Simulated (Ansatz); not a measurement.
This geometry of ClH₄OSbSi (8 atoms, charge 0, multiplicity 1) is a first-order saddle point.

All numbers below come from RKS BHLYP-D4/def2-SVP (Ansatz 0.2.0).

```xyz
8
Properties=species:S:1:pos:R:3
O -1.966 0.226 0.181
Si -0.565 0.478 -0.621
Cl 0.143 2.401 -0.411
Sb 1.288 -0.869 0.313
H -1.922 0.178 1.135
H -0.857 0.216 -2.030
H 1.308 -2.518 0.467
H 2.663 -0.170 0.908
```

(1) Which two structures does it join? (They come from a converged band through this point; their orientation in space is the band's.)

(2) How far does it lie above each of them?

Answers

(1) No bond is made or broken. The height of Sb4 over the plane of its neighbours goes from -1.07 to 1.06 Å.

Image 0:

```xyz
8
Properties=species:S:1:pos:R:3
O -1.523 0.132 0.699
Si -0.536 0.408 -0.585
Cl -0.051 2.424 -0.709
Sb 1.724 -0.827 -0.482
H -1.168 0.197 1.582
H -1.321 0.061 -1.779
H 0.986 -2.241 0.128
H 1.981 -0.211 1.089
```

Image 6:

```xyz
8
Properties=species:S:1:pos:R:3
O -1.884 0.033 0.500
Si -0.488 0.423 -0.278
Cl -0.068 2.442 -0.025
Sb 1.532 -0.832 0.711
H -1.952 0.165 1.442
H -0.744 0.185 -1.706
H 1.160 -2.241 -0.174
H 2.536 -0.232 -0.526
```

(2) 1.50 eV above the first and 1.50 eV above the second. This is the barrier of this one path; another mechanism may lie lower.

Time of the run: 81 s on 2 threads of Intel(R) Xeon(R) Platinum 8488C (Sapphire Rapids), with other jobs on the host, peak memory 0.25 GiB.
